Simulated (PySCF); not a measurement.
Species: cyclo-(Cl2GeS)2.
Bonds: Ge1–Cl2, Ge1–Cl3, Ge1–S4, Ge1–S8, S4–Ge5, Ge5–Cl6, Ge5–Cl7, Ge5–S8.

Method: PySCF, PBE0-D3(BJ)/def2-SVP geometry optimisation, gas phase; density fitting, grid level 1; the optimiser is geomeTRIC in internal coordinates, started from a GFN2-xTB structure with every atom displaced at random (about 0.03 Å).

Geometry at step 2:
```
atom  x, y, z in Å
Ge1    -0.5857   -0.5133    1.1984
Cl2    -1.5209   -2.4099    1.4719
Cl3    -0.7841    0.5514    3.0373
S4      1.5022   -0.6270    0.4833
Ge5     0.6181    0.4819   -1.2271
Cl6     0.8136   -0.5710   -3.0719
Cl7     1.5622    2.3816   -1.4790
S8     -1.4672    0.6208   -0.4965
```

**Question.** What forces act on the atoms?

**Answer.** 
```json
{"atom": "Ge1", "Fx (eV/Å)": "-0.139", "Fy (eV/Å)": "0.071", "Fz (eV/Å)": "0.097"}
{"atom": "Cl2", "Fx (eV/Å)": "-0.008", "Fy (eV/Å)": "-0.044", "Fz (eV/Å)": "0.009"}
{"atom": "Cl3", "Fx (eV/Å)": "-0.015", "Fy (eV/Å)": "-0.013", "Fz (eV/Å)": "0.023"}
{"atom": "S4", "Fx (eV/Å)": "0.144", "Fy (eV/Å)": "-0.074", "Fz (eV/Å)": "0.014"}
{"atom": "Ge5", "Fx (eV/Å)": "0.133", "Fy (eV/Å)": "0.073", "Fz (eV/Å)": "-0.017"}
{"atom": "Cl6", "Fx (eV/Å)": "0.013", "Fy (eV/Å)": "0.000", "Fz (eV/Å)": "-0.006"}
{"atom": "Cl7", "Fx (eV/Å)": "-0.019", "Fy (eV/Å)": "-0.011", "Fz (eV/Å)": "-0.039"}
{"atom": "S8", "Fx (eV/Å)": "-0.108", "Fy (eV/Å)": "-0.003", "Fz (eV/Å)": "-0.081"}
```

The largest, 0.18 eV/Å, acts on Ge1; the rms over all components is 0.067 eV/Å. The forces sum to zero within rounding, as they must for an isolated molecule in no field.

**Question.** Give the force on Ge1 in Eh/bohr and in nN.

**Answer.** 0.183 eV/Å ÷ 51.422 = 0.00357 Eh/bohr, and 0.183 eV/Å × 1.602 = 0.29 nN.

**Question.** How far is this geometry from the end of the optimisation?

**Answer.** 0.004 eV above it, and 0.016 Å rms away after alignment. The bonds farthest from their final lengths, with half the difference of the two atoms' forces along the bond (positive lengthens):

```csv
bond,now (Å),final (Å),force along bond (eV/Å)
Ge1–S4,2.210,2.225,+0.15
Ge5–S8,2.214,2.225,+0.10
Ge1–Cl2,2.132,2.135,+0.02
Ge1–S8,2.222,2.223,+0.04
S4–Ge5,2.222,2.223,+0.05
Ge1–Cl3,2.134,2.133,-0.06
```

The angle farthest from its final value is S4–Ge5–Cl7, 111.0° against 112.7°.

Of the 2 listed bonds off by 0.010 Å or more, this force points towards the final length in 2.

The cost below is that of the whole optimisation. Hardware: an AMD EPYC with one thread, shared host with 64 logical CPUs at a one-minute load of 55. Cost: 9.6 min of wall time, 1.1 GiB resident at most.
